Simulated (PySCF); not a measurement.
**Bonding in `C=C(OCC)[Si@]1(P)CCO1`**

Species: C6H13O2PSi.
Numbering: `[CH2:1]=[C:2]([O:3][CH2:4][CH3:5])[Si@:6]1([PH2:7])[CH2:8][CH2:9][O:10]1` (hydrogens: H11, H12 on C1; H13, H14 on C4; H15, H16, H17 on C5; H18, H19 on P7; H20, H21 on C8; H22, H23 on C9)

Cartesian coordinates in Å at the GFN2-xTB level; atoms count from 1:
```
atom  x, y, z in Å
C1    -0.7599   -0.6744   -1.8568
C2    -0.4144   -0.2392   -0.6517
O3    -1.2387    0.2882    0.2930
C4    -2.6331    0.3289    0.0561
C5    -3.3051    0.8461    1.3169
Si6    1.3015   -0.2436    0.1582
P7     0.6717    0.4840    2.1707
C8     2.8754    0.1745   -0.8593
C9     3.2382   -1.2793   -0.5742
O10    2.1043   -1.7019    0.1802
H11   -0.0052   -1.0730   -2.5084
H12   -1.7684   -0.6690   -2.2353
H13   -2.8411    0.9916   -0.7959
H14   -2.9935   -0.6795   -0.1884
H15   -4.3820    0.8807    1.1794
H16   -3.0690    0.1912    2.1510
H17   -2.9407    1.8430    1.5495
H18    0.4461    1.7790    1.7496
H19    1.9379    0.8006    2.6482
H20    3.5695    0.8885   -0.4299
H21    2.7471    0.3926   -1.9137
H22    4.1327   -1.4016    0.0375
H23    3.3220   -1.9003   -1.4667
```

Bond orders from the PBE0/pcSseg-1 density (PySCF). Geometry: GFN2-xTB, one conformer, isolated molecule.

Q: Where do the orders between heavy atoms depart from those drawn in the SMILES?

A: The largest departure is 0.183, at C2–Si6 (drawn single, 0.817). Drawn single, order below 0.88: O3–C4 (0.869), C2–Si6 (0.817) and Si6–C8 (0.874).

Q: Give the Mayer order of every bond between heavy atoms, beside its length.

A: 
```tsv
bond	drawn as	length (Å)	Mayer order
C1–C2	double	1.327	1.856
C2–O3	single	1.360	0.977
O3–C4	single	1.415	0.869
C4–C5	single	1.519	1.072
C2–Si6	single	1.897	0.817
Si6–P7	single	2.231	1.023
Si6–C8	single	1.920	0.874
C8–C9	single	1.525	1.015
C9–O10	single	1.426	0.890
O10–Si6	single	1.665	1.023
```

Bonds between the same two heavy elements. C–C: lowest C8–C9 (1.015, 1.525 Å), highest C1–C2 (1.856, 1.327 Å). C–O: lowest O3–C4 (0.869, 1.415 Å), highest C2–O3 (0.977, 1.360 Å); in 1 of the 3 pairs the longer bond (by over 0.003 Å) has the higher order (by 0.02 or more). C–Si: lowest C2–Si6 (0.817, 1.897 Å), highest Si6–C8 (0.874, 1.920 Å); in 1 of the 1 pairs the longer bond (by over 0.003 Å) has the higher order (by 0.02 or more).

Q: And the bonds to hydrogen?

A: C–H: 0.94 to 0.96 (11 bonds); H–P: 0.92 (2 bonds).

Q: Sum the orders of all bonds at each heavy atom with more than one neighbour and set the sums beside the valence in the SMILES.

A: C1 3.737 (drawn 4), C2 3.650 (drawn 4), O3 1.846 (drawn 2), C4 3.822 (drawn 4), C5 3.959 (drawn 4), Si6 3.737 (drawn 4), P7 2.866 (drawn 3), C8 3.787 (drawn 4), C9 3.806 (drawn 4), O10 1.913 (drawn 2). Orders between atoms that aren't bonded are not in these sums.

For a closed shell the Mayer order of atoms A and B is Σ (PS)μν (PS)νμ over the basis functions μ on A and ν on B, with P the density and S the overlap matrix.
